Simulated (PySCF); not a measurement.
Match the calculated data to a structure.

All candidates are C4H5O2P.

- 1H NMR: chemical shifts (computed TMS as zero) by class: 8.68 (1 H), 8.17 (1 H), 4.07 (3 H) ppm [GIAO PBE0/pcSseg-1]
- NMR, other nuclei: isotropic shieldings of nuclei other than C and H, by class: -3 (1 O), 252 (1 O), 230 (1 P) ppm [GIAO PBE0/pcSseg-1]
- Triplet: lowest triplet excitation (Tamm–Dancoff): 3.31 eV [TDA wB97X-D/def2-SVPD]
- UV, strongest line: among the 8 lowest singlet transitions: S7 at 6.81 eV (182 nm, f = 0.281) [TDDFT wB97X-D/def2-SVPD]
- Rotational structure: rotational constants A, B, C: 4.772, 1.900, 1.371 GHz [GFN2-xTB]
- 13C NMR: chemical shifts (computed TMS as zero) by class: 182.9 (1 C), 181.3 (1 C), 139.8 (1 C), 62.7 (1 C) ppm [GIAO PBE0/pcSseg-1]
- UV, first state: lowest singlet excitation: 5.00 eV (248 nm, f = 0.060) [TDDFT wB97X-D/def2-SVPD]

The electronic properties come from PySCF, for the isolated species, density fitting. Levels stand in brackets. Isolated species at its GFN2-xTB geometry (one conformer only). Each NMR value is the plain mean over a class of atoms that symmetry, rotation or inversion makes alike.

Question: Which candidate is it?
A. `COc1occp1`
B. `COc1cocp1`
C. `COc1cpco1`
D. `CC(=O)CP=C=O`

Answer: B. It is `COc1cocp1`. Numbering: `[CH3:1][O:2][c:3]1[cH:4][o:5][cH:6][p:7]1`. 4 carbons fall into 4 classes; from least to most shielded: aromatic CH next to a ring oxygen [C6] (182.9 ppm), aromatic carbon bearing oxygen [C3] (181.3 ppm), aromatic CH next to a ring oxygen [C4] (139.8 ppm), methoxy carbon [C1] (62.7 ppm). Hydrogen classes from least to most shielded: 1 H on an aromatic CH next to a ring oxygen, C6 (8.68 ppm), 1 H on an aromatic CH next to a ring oxygen, C4 (8.17 ppm), 3 H on a methoxy carbon, C1 (4.07 ppm). The other shieldings belong to: -3 ppm, furan-type oxygen [O5]; 252 ppm, aryl ether oxygen [O2]; 230 ppm, phosphorus bonded to 2 C [P7]. The optimised geometry has point group Cs and is an asymmetric top.

The others, at the same levels:
- `COc1cpco1` fails: its computed 13C shifts are 176.8 (1 C), 173.2 (1 C), 98.5 (1 C), 56.7 (1 C) ppm, 1H shifts are 8.31 (1 H), 5.95 (1 H), 4.10 (3 H) ppm and rotational constant A is 6.843 GHz (against 4.772 GHz).
- `CC(=O)CP=C=O` fails: its computed 13C shifts are 218.6 (1 C), 204.5 (1 C), 47.9 (1 C), 28.5 (1 C) ppm, 1H shifts are 3.59 (2 H), 2.51 (3 H) ppm and rotational constant A is 3.902 GHz (against 4.772 GHz).
- `COc1occp1` fails: its computed 13C shifts are 213.6 (1 C), 143.7 (1 C), 127.8 (1 C), 60.3 (1 C) ppm, 1H shifts are 7.52 (1 H), 6.98 (1 H), 4.09 (3 H) ppm and lowest singlet excitation is 5.25 eV (236 nm, f = 0.141) (against 5.00 eV).

Each candidate is one conformer, not necessarily the lowest. Dipoles, sizes and rotational constants follow the conformer. The torsions of the flexible species, by atom-mapped SMILES:
- `[CH3:1][O:2][c:3]1[cH:4][o:5][cH:6][p:7]1`: C1–O2–C3–C4 180°
- `[CH3:1][O:2][c:3]1[cH:4][p:5][cH:6][o:7]1`: C1–O2–C3–C4 180°
- `[CH3:1][C:2](=[O:3])[CH2:4][P:5]=[C:6]=[O:7]`: C1–C2–C4–P5 -175°, C2–C4–P5–C6 -3°
- `[CH3:1][O:2][c:3]1[o:4][cH:5][cH:6][p:7]1`: C1–O2–C3–O4 179°
